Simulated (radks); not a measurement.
Values are calculated unless marked as measured or tabulated.
Task: These are the eigenvalues of the occupied orbitals of an atom or ion with whole-number occupations (hartree). Level of theory: scalar-relativistic Kohn-Sham, PBE, spin-polarised, spherical densities, finite nucleus; Fermi nuclear charge, rms radius of each element as measured or else 0.836 A^(1/3) + 0.57 fm (a radial shooting solver on a logarithmic mesh with Libxc functionals).

1s up: -2279.733
1s down: -2279.732
2s up: -411.1681
2s down: -411.1368
2p up: -365.9372
2p down: -365.9121
3s up: -116.0056
3s down: -115.9910
3p up: -102.3614
3p down: -102.3450
3d up: -85.80052
3d down: -85.77495
4s up: -44.54375
4s down: -44.47125
4p up: -39.73776
4p down: -39.66645
4d up: -33.51434
4d down: -33.44371

Which element is it, and in what charge state? The configuration may be excited. Open shells, if any, are filled with parallel spins first.

Result: Z = 70, ytterbium, charge +25: Yb25+ in [Kr] 4d9. The list shows which subshells hold electrons but not how many an open one holds; the 1s level, -2279.7 hartree, gives Z - s = 67.5 by -(Z - s)^2/2, which with screening and relativity narrows Z to a few neighbours, and the depths of the outer levels then fix element, charge and occupations together.
